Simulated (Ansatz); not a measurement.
`C[NH][SnH]([F])[Cl]` + `[OH][SnH2][SH]` → `[F][SnH]([SH])[Cl]` + `C[NH][SnH2][OH]`  (redistribution)

Computed with Ansatz on PBE0-D4/def2-TZVP structures; ΔE is electronic, products minus reactants. CCSD(T)/CBS adds triple-zeta CCSD(T) − MP2 to the extrapolated MP2 energy (def2 sets, frozen cores). DFT in def2-TZVPP. B3LYP here is the variant with VWN-RPA as its local correlation; programs differ in this. Elements past krypton have def2 core potentials. For Sn outer-core shells are correlated without core-valence functions, which leaves a few kJ/mol of doubt a bond. Each species was taken in one conformer, which may not be the lowest.

| level | ΔE (kJ/mol) |
| --- | --- |
| B3LYP-D4 | 10.6 |
| ωB97M-V | 10.7 |
| B2PLYP | 10.7 |
| r2SCAN | 12.1 |
| CCSD/def2-TZVPP | 11.6 |
| MP2/def2-QZVPP | 11.1 |
| SCS-MP2/def2-QZVPP | 11.1 |
| HF/CBS(def2) | 12.5 |

(1) What does CCSD(T)/CBS give? (An estimate is asked.)

Largest T1 diagnostic among the species: 0.013.

Answers

(1) The calculation gave: +11.7 kJ/mol. The listed levels differ from it by -1.1, -1.0, -1.0, 0.4, -0.1, -0.6, -0.6, 0.8 kJ/mol.
